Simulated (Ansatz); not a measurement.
Geometry optimisation, DFT PBE-D3(BJ), scalar-relativistic, plane waves, PAW in Ansatz 0.2.0.

input.yaml

```yaml
crystal:
  lattice:
    - [18.24, 0.0, 0.0]
    - [0.0, 8.598418, 0.0]
    - [0.0, 0.0, 15.299209]
  atoms:
    - { symbol: Sr, position: [0.0, 0.0, 0.06536286] }
    - { symbol: Sr, position: [0.33333333, 0.0, 0.06536286] }
    - { symbol: Sr, position: [0.66666667, 0.0, 0.06536286] }
    - { symbol: Sr, position: [0.0, 0.50000003, 0.06536286] }
    - { symbol: Sr, position: [0.33333333, 0.50000003, 0.06536286] }
    - { symbol: Sr, position: [0.66666667, 0.50000003, 0.06536286] }
    - { symbol: Sr, position: [0.16666667, 0.25000001, 0.20586715] }
    - { symbol: Sr, position: [0.5, 0.25000001, 0.20586715] }
    - { symbol: Sr, position: [0.83333333, 0.25000001, 0.20586715] }
    - { symbol: Sr, position: [0.16666667, 0.75000004, 0.20586715] }
    - { symbol: Sr, position: [0.5, 0.75000004, 0.20586715] }
    - { symbol: Sr, position: [0.83333333, 0.75000004, 0.20586715] }
    - { symbol: Sr, position: [0.0, 0.0, 0.34637145] }
    - { symbol: Sr, position: [0.33333333, 0.0, 0.34637145] }
    - { symbol: Sr, position: [0.66666667, 0.0, 0.34637145] }
    - { symbol: Sr, position: [0.0, 0.50000003, 0.34637145] }
    - { symbol: Sr, position: [0.33333333, 0.50000003, 0.34637145] }
    - { symbol: Sr, position: [0.66666667, 0.50000003, 0.34637145] }
    - { symbol: "N", position: [0.66666667, 0.25000001, 0.45552742] }
    - { symbol: H, position: [0.77777778, 0.16666668, 0.33395251] }
basis:
  ecutwfc: 420.0
kpoints:
  mp_grid: { grid: [1, 2, 1] }
hamiltonian:
  xc: pbe
  dispersion: d3bj
scf:
  occupations: { method: gaussian, width: 0.1 }
  lower_state_search: "off"
relax:
  f_tol: 0.03
  max_steps: 60
  adjacent_minimum: "off"
  constraints: [{ sites: [0, 1, 2, 3, 4, 5] }]
```

Launched with:

```bash
$ ansatz run input.yaml --threads 4 --pin off --max-ram 10240MiB --backend cpu --events-out ev --progress --plain --runs-dir out
```

Q: Where does it end, and by what steps?

A: It converged. Limits of this set-up: coarse k mesh, thin slab, slab without dipole correction. After 27 steps the energy has fallen by 5.127 eV; N19 moved furthest, 3.91 Å. Joined: Sr3–N19 (6.34 → 2.69 Å), Sr8–N19 (4.88 → 2.58 Å), Sr9–N19 (4.88 → 2.65 Å), Sr12–H20 (4.21 → 2.45 Å), Sr13–Sr15 (6.08 → 4.63 Å), Sr13–H20 (4.30 → 2.51 Å).

| step | energy less start (eV) | largest force component (eV/Å) | accepted |
| --- | --- | --- | --- |
| 0 | 0.0000 | 2.117 | yes |
| 1 | -0.9995 | 1.743 | yes |
| 2 | -1.5376 | 0.548 | yes |
| 3 | -1.7619 | 0.522 | yes |
| 4 | -1.9780 | 0.493 | yes |
| 5 | -2.2050 | 0.653 | yes |
| 6 | -2.4638 | 0.838 | yes |
| 7 | -2.7880 | 1.035 | yes |
| 8 | -3.2099 | 1.236 | yes |
| 9 | -3.6509 | 1.025 | yes |
| 10 | -3.7778 | 0.908 | yes |
| 11 | -3.9411 | 0.219 | yes |
| 12 | -4.0550 | 0.260 | yes |
| 13 | -4.1720 | 0.233 | yes |
| 14 | -4.3001 | 0.228 | yes |
| 15 | -4.4314 | 0.259 | yes |
| 16 | -4.5448 | 0.293 | yes |
| 17 | -4.6808 | 0.369 | yes |
| 18 | -4.8224 | 0.348 | yes |
| 19 | -4.9003 | 0.338 | yes |
| 20 | -4.9673 | 0.169 | yes |
| 21 | -5.0059 | 0.142 | yes |
| 22 | -5.0364 | 0.154 | yes |
| 23 | -5.0776 | 0.103 | yes |
| 24 | -5.1018 | 0.079 | yes |
| 25 | -5.1036 | 0.218 | yes |
| 26 | -5.1184 | 0.049 | yes |
| 27 | -5.1268 | 0.022 | yes |

```xyz
20
Lattice="18.2400 0.0000 0.0000 0.0000 8.5984 0.0000 0.0000 0.0000 15.2992" Properties=species:S:1:pos:R:3
Sr 0.000 0.000 1.000
Sr 6.080 0.000 1.000
Sr 12.160 0.000 1.000
Sr 0.000 4.299 1.000
Sr 6.080 4.299 1.000
Sr 12.160 4.299 1.000
Sr 2.871 2.067 3.310
Sr 9.702 1.937 2.991
Sr 14.863 1.951 2.562
Sr 2.855 6.392 3.309
Sr 9.272 6.282 2.991
Sr 15.139 6.350 2.604
Sr -0.997 -0.078 5.005
Sr 6.292 -0.153 4.955
Sr 12.625 -0.102 4.721
Sr -0.675 4.140 5.002
Sr 6.282 4.100 4.944
Sr 12.516 3.650 4.733
N 12.274 1.698 3.087
H 14.997 -0.168 3.891
```

Time of the run: 83 s on 4 threads of AMD EPYC 9R45 96-Core Processor (Zen 5), with other jobs on the host, peak memory 2.9 GiB.
